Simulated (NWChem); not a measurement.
System: CH₃AlClFS; SMILES C[S][Al]([F])[Cl]

Input file for NWChem:

```
start job
memory heap 200 mb stack 900 mb global 1100 mb
geometry units angstroms noautosym nocenter noautoz
  Al    -0.276948     0.397598    -0.000173
  Cl     0.490334     2.333170     0.001375
  F     -1.923901     0.177542    -0.000701
  S      0.990923    -1.339715    -0.000721
  C     -0.266062    -2.677347    -0.003148
  H     -1.289974    -2.282510     0.000159
  H     -0.113056    -3.297256     0.889944
  H     -0.116570    -3.291235    -0.900962
end
basis spherical
  Al library 6-31g*
  Cl library 6-31g*
  F library 6-31g*
  S library 6-31g*
  C library 6-31g*
  H library 6-31g*
end
dft
  xc hfexch
  iterations 150
  mulliken
end
task dft energy
esp
  recalculate
  probe 0.07
  range 0.3
  factor 1.0
  spacing 0.02
end
task esp
```

Excerpt of the output:

```
             Northwest Computational Chemistry Package (NWChem) 7.3.0
             --------------------------------------------------------

                             Geometry "geometry" -> ""
                             -------------------------

 Output coordinates in angstroms (scale by  1.889725989 to convert to a.u.)

  No.       Tag          Charge          X              Y              Z
 ---- ---------------- ---------- -------------- -------------- --------------
    1 Al                  13.0000    -0.27694800     0.39759800    -0.00017300
    2 Cl                  17.0000     0.49033400     2.33317000     0.00137500
    3 F                    9.0000    -1.92390100     0.17754200    -0.00070100
    4 S                   16.0000     0.99092300    -1.33971500    -0.00072100
    5 C                    6.0000    -0.26606200    -2.67734700    -0.00314800
    6 H                    1.0000    -1.28997400    -2.28251000     0.00015900
    7 H                    1.0000    -0.11305600    -3.29725600     0.88994400
    8 H                    1.0000    -0.11657000    -3.29123500    -0.90096200

 Effective nuclear repulsion energy (a.u.)     327.2713887919

  xc_inp: hfexch multiplicative factor not found.

                                 NWChem DFT Module
                                 -----------------

 Summary of "ao basis" -> "ao basis" (spherical)
 ------------------------------------------------------------------------------
       Tag                 Description            Shells   Functions and Types
 ---------------- ------------------------------  ------  ---------------------
 Al                          6-31g*                  8       18   4s3p1d
 Cl                          6-31g*                  8       18   4s3p1d
 F                           6-31g*                  6       14   3s2p1d
 S                           6-31g*                  8       18   4s3p1d
 C                           6-31g*                  6       14   3s2p1d
 H                           6-31g*                  2        2   2s

            General Information
            -------------------
          SCF calculation type: DFT
          Wavefunction type:  closed shell.
          No. of atoms     :     8
          No. of electrons :    64
           Alpha electrons :    32
            Beta electrons :    32
          Charge           :     0
          Spin multiplicity:     1
          Use of symmetry is: off; symmetry adaption is: off
          Maximum number of iterations: 150
          AO basis - number of functions:    88
                     number of shells:    42
          Convergence on energy requested:  1.00D-06
          Convergence on density requested:  1.00D-05
          Convergence on gradient requested:  5.00D-04

              XC Information
              --------------
                     Hartree-Fock (Exact) Exchange  1.000

      Superposition of Atomic Density Guess
      -------------------------------------

 Sum of atomic energies:       -1237.29219816

      Non-variational initial energy
      ------------------------------

 Total energy =   -1238.560981
 1-e energy   =   -2364.356581
 2-e energy   =     798.524212
 HOMO         =      -0.305557
 LUMO         =      -0.026629

     ---------------------------------------------
      Total Density - Mulliken Population Analysis
     ---------------------------------------------

    Atom       Charge   Shell Charges
 -----------   ------   -------------------------------------------------------
    1 Al  13    11.65   2.00  2.00  5.97  0.64  0.65  0.11  0.09  0.18
    2 Cl  17    17.42   2.00  2.00  5.98  1.38  3.73  0.55  1.78  0.01
    3 F    9     9.72   2.00  0.95  3.52  1.02  2.23  0.01
    4 S   16    16.29   2.00  2.00  5.98  1.32  3.07  0.49  1.39  0.03
    5 C    6     6.64   2.00  0.69  1.90  0.73  1.29  0.03
    6 H    1     0.75   0.46  0.29
    7 H    1     0.76   0.47  0.30
    8 H    1     0.76   0.47  0.30

   convergence    iter        energy       DeltaE   RMS-Dens  Diis-err
 ---------------- ----- ----------------- --------- --------- ---------
 d= 0,ls=0.0,diis     1  -1238.0698390052 -1.57D+03  8.08D-03  5.51D-01
 d= 0,ls=0.0,diis     2  -1238.1271078332 -5.73D-02  2.32D-03  1.86D-01
 d= 0,ls=0.0,diis     3  -1238.1430224747 -1.59D-02  8.70D-04  3.52D-03
 d= 0,ls=0.0,diis     4  -1238.1438433185 -8.21D-04  2.49D-04  2.82D-04
 d= 0,ls=0.0,diis     5  -1238.1439107591 -6.74D-05  1.05D-04  1.92D-05
  Resetting Diis
 d= 0,ls=0.0,diis     6  -1238.1439190977 -8.34D-06  2.79D-05  1.38D-06
 d= 0,ls=0.0,diis     7  -1238.1439197284 -6.31D-07  6.19D-06  1.99D-07

         Total DFT energy =    -1238.143919728394
      One electron energy =    -2367.424195875522
           Coulomb energy =      889.310398844696
    Exchange-Corr. energy =      -87.301511489484
 Nuclear repulsion energy =      327.271388791917

 Numeric. integr. density =        0.000000000000

                       DFT Final Molecular Orbital Analysis
                       ------------------------------------

 Vector   30  Occ=2.000000D+00  E=-4.756952D-01
              MO Center=  4.6D-01,  1.8D+00,  9.6D-04, r^2= 3.2D+00
   Bfn.  Coefficient  Atom+Function         Bfn.  Coefficient  Atom+Function
  ----- ------------  ---------------      ----- ------------  ---------------
    25      0.606551  2 Cl px                29      0.346130  2 Cl px
    26     -0.269101  2 Cl py                21     -0.234968  2 Cl px
    30     -0.151654  2 Cl py                57     -0.136824  4 S  px
    58     -0.127711  4 S  py                60     -0.110169  4 S  s
    22      0.104526  2 Cl py                72      0.099296  5 C  py

 Vector   31  Occ=2.000000D+00  E=-4.331717D-01
              MO Center=  7.8D-01, -1.2D+00, -5.2D-04, r^2= 2.8D+00
   Bfn.  Coefficient  Atom+Function         Bfn.  Coefficient  Atom+Function
  ----- ------------  ---------------      ----- ------------  ---------------
    57      0.517387  4 S  px                61      0.253819  4 S  px
    58     -0.242772  4 S  py                 8      0.213203  1 Al py
    53     -0.198358  4 S  px                 6     -0.180482  1 Al s
    56      0.180082  4 S  s                 60      0.175018  4 S  s
    26     -0.162401  2 Cl py                71     -0.156183  5 C  px

 Vector   32  Occ=2.000000D+00  E=-3.798353D-01
              MO Center=  8.3D-01, -1.3D+00, -1.1D-03, r^2= 2.2D+00
   Bfn.  Coefficient  Atom+Function         Bfn.  Coefficient  Atom+Function
  ----- ------------  ---------------      ----- ------------  ---------------
    59      0.634495  4 S  pz                63      0.426088  4 S  pz
    55     -0.239963  4 S  pz                86     -0.121873  7 H  s
    88      0.122288  8 H  s                 73     -0.119623  5 C  pz
     9      0.111028  1 Al pz                85     -0.085319  7 H  s
    87      0.085680  8 H  s                 27     -0.082229  2 Cl pz

 Vector   33  Occ=0.000000D+00  E= 7.648406D-02
              MO Center= -1.8D-01,  3.9D-01, -6.6D-03, r^2= 5.5D+00
   Bfn.  Coefficient  Atom+Function         Bfn.  Coefficient  Atom+Function
  ----- ------------  ---------------      ----- ------------  ---------------
    10      1.755515  1 Al s                 60     -0.574825  4 S  s
    28     -0.528153  2 Cl s                 62     -0.429338  4 S  py
    30      0.332830  2 Cl py                42     -0.262451  3 F  s
    11      0.195031  1 Al px                 2     -0.185100  1 Al s
    61      0.182778  4 S  px                74     -0.161047  5 C  s

 Vector   34  Occ=0.000000D+00  E= 8.189516D-02
              MO Center= -3.0D-01,  3.7D-01,  6.2D-03, r^2= 5.4D+00
   Bfn.  Coefficient  Atom+Function         Bfn.  Coefficient  Atom+Function
  ----- ------------  ---------------      ----- ------------  ---------------
    13      0.920757  1 Al pz                 9      0.339889  1 Al pz
    63     -0.332708  4 S  pz                31     -0.266147  2 Cl pz
    59     -0.197387  4 S  pz                27     -0.172995  2 Cl pz
    45     -0.173319  3 F  pz                41     -0.138061  3 F  pz
     5     -0.134214  1 Al pz                55      0.074758  4 S  pz

 Vector   35  Occ=0.000000D+00  E= 1.318759D-01
              MO Center=  3.2D-01, -5.7D-01, -7.7D-04, r^2= 6.5D+00
   Bfn.  Coefficient  Atom+Function         Bfn.  Coefficient  Atom+Function
  ----- ------------  ---------------      ----- ------------  ---------------
    74      0.987042  5 C  s                 11      0.823918  1 Al px
    60     -0.609295  4 S  s                 12      0.516470  1 Al py
    28     -0.487979  2 Cl s                 62      0.392334  4 S  py
    10      0.340444  1 Al s                 75      0.297274  5 C  px
    61      0.276804  4 S  px                76      0.273780  5 C  py

     ---------------------------------------------
      Total Density - Mulliken Population Analysis
     ---------------------------------------------

    Atom       Charge   Shell Charges
 -----------   ------   -------------------------------------------------------
    1 Al  13    11.91   2.00  2.00  5.98  0.62  0.96 -0.00  0.06  0.30
    2 Cl  17    17.32   2.00  2.00  5.98  1.35  3.60  0.60  1.78  0.01
    3 F    9     9.59   2.00  0.92  3.29  1.07  2.31  0.01
    4 S   16    16.16   2.00  2.00  5.98  1.28  3.02  0.56  1.29  0.05
    5 C    6     6.67   2.00  0.64  2.00  0.77  1.21  0.05
    6 H    1     0.77   0.52  0.26
    7 H    1     0.79   0.52  0.27
    8 H    1     0.79   0.52  0.27

     -------------------------------------------
      Total Density - Lowdin Population Analysis
     -------------------------------------------

    Atom       Charge   Shell Charges
 -----------   ------   -------------------------------------------------------
    1 Al  13    12.50   2.00  1.97  5.90  0.46  1.02  0.20  0.45  0.52
    2 Cl  17    17.15   2.00  2.00  5.92  1.13  3.34  0.65  2.11  0.01
    3 F    9     9.33   1.99  0.92  3.18  0.85  2.38  0.01
    4 S   16    16.03   2.00  1.99  5.90  1.02  2.79  0.57  1.71  0.06
    5 C    6     6.45   1.99  0.56  1.84  0.47  1.51  0.07
    6 H    1     0.84   0.49  0.35
    7 H    1     0.85   0.49  0.36
    8 H    1     0.85   0.49  0.36

     Multipole analysis of the density
     ---------------------------------

     L   x y z        total         alpha         beta         nuclear
     -   - - -        -----         -----         ----         -------
     0   0 0 0     -0.000000    -32.000000    -32.000000     64.000000

     1   1 0 0     -0.252932     -0.276738     -0.276738      0.300544
     1   0 1 0     -0.781844     -0.447632     -0.447632      0.113419
     1   0 0 1     -0.001223      0.024395      0.024395     -0.050013

     2   2 0 0    -42.494847   -121.635247   -121.635247    200.775648
     2   1 1 0      1.374323     -2.306992     -2.306992      5.988306
     2   1 0 1     -0.000594     -0.039620     -0.039620      0.078645
     2   0 2 0    -36.975906   -364.027460   -364.027460    691.079015
     2   0 1 1      0.001245     -0.265582     -0.265582      0.532409
     2   0 0 2    -34.848128    -20.287768    -20.287768      5.727407

                     NWChem Electrostatic Potential Fit Module
                     -----------------------------------------

 Atom parameters

 Number of atoms is                                    8
 Number of basis functions is                         88

 Grid parameters

 Maximum number of grid points is                  36981
 Number of grid points is                          36980
 Grid range                                     0.300000 nm
 Grid spacing                                   0.020000 nm
 Probe radius                                   0.070000 nm
 Atom radius factor                             1.000000

 Atomic radii

    1    0.100000
    6    0.147000
    9    0.128000
   13    0.195000
   16    0.174000
   17    0.169000
 FASTESP  F
  using M.O. file = ./job.movecs

    Atom              Coordinates                           Charge

                                                  ESP

    1 Al   -0.027695    0.039760   -0.000017    1.060244
    2 Cl    0.049033    0.233317    0.000138   -0.350479
    3 F    -0.192390    0.017754   -0.000070   -0.444262
    4 S     0.099092   -0.133972   -0.000072   -0.490958
    5 C    -0.026606   -0.267735   -0.000315    0.216928
    6 H    -0.128997   -0.228251    0.000016   -0.020257
    7 H    -0.011306   -0.329726    0.088994    0.014593
    8 H    -0.011657   -0.329124   -0.090096    0.014191
                                            ------------
                                                0.000000

 Dipole moment                                  0.880286

 Quadrupole moment Qxx                        -12.641582
                   Qyy                          1.404780
                   Qzz                         11.236803

 RMS deviation kJ/mol                           0.086241

 RRMS %                                        33.599975
```

Level: Hartree-Fock/6-31G* (spherical d). Coordinates come from a PBE0/def2-SVP optimisation.
